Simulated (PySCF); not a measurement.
Si(Me)2(Cl)2 (C₂H₆Cl₂Si), SMILES C[Si](C)(Cl)Cl. Atoms are numbered in the order given.

```xyz
11

C      0.0000     1.5681     1.3463
Si     0.0000     0.0000     0.3375
C      0.0000    -1.5681     1.3463
Cl     1.6807     0.0000    -0.8886
Cl    -1.6807     0.0000    -0.8886
H     -0.8952     1.6105     1.9877
H      0.0000     2.4515     0.6898
H      0.8952     1.6105     1.9877
H      0.0000    -2.4515     0.6898
H     -0.8952    -1.6105     1.9877
H      0.8952    -1.6105     1.9877
```
Charge 0, spin multiplicity 1.

Geometry optimised at TPSSh-D3(BJ)/def2-SVP. The isomer is the one that the SMILES or the coordinates give; other isomers of the formula were not compared.

Two levels are set side by side: PBE/pcSseg-1 (PySCF) and PBE0/pcSseg-1 (PySCF). GIAO shifts against HCl (³⁵Cl), TMS (²⁹Si), TMS (¹H), TMS (¹³C) at the same level; non-relativistic, no solvent, atoms listed together averaged. Without spin–orbit terms, shifts of atoms bonded to Cl or Br come out too high at both levels. Differences are taken from unrounded values.

```csv
quantity,PBE0
"δ(¹³C) of C1, C3 (ppm)",10.3
δ(²⁹Si) of Si2 (ppm),55.5
"δ(³⁵Cl) of Cl4, Cl5 (ppm)",84.0
```

Q: What does PBE give, and how far is it from PBE0? (An estimate is asked for; the answer gives what the named calculation found.)

A: 
```
quantity                     PBE  PBE minus PBE0
-------------------------  -----  --------------
δ(¹³C) of C1, C3 (ppm)      11.1             0.8
δ(²⁹Si) of Si2 (ppm)        58.5             3.0
δ(³⁵Cl) of Cl4, Cl5 (ppm)  104.8            20.7
```

Rough cost on one machine, each run with all the roots and properties that it gave: PBE0 against PBE within a factor of 2.
